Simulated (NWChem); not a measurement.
A series in which one site is exchanged, each optimised at PBE0/def2-SVP with NWChem, gas phase unless a solvent is named. Some are not confirmed as minima by frequencies. def2 effective core potentials on Cd, I; no spin-orbit coupling.

A: [CH3][Cd][Br] (CH3BrCd; site = Br)
B: [CH3][Cd][Cl] (CH3CdCl; site = Cl)
C: [CH3][Cd][I] (CH3CdI; site = I)
D: [CH3][CdH] (CH4Cd; site = H)

Q: Rank them by static polarisability, PBE/def2-SVPD (bohr³), lowest first.

A: D (49.2), B (62.0), A (71.8), C (88.3)
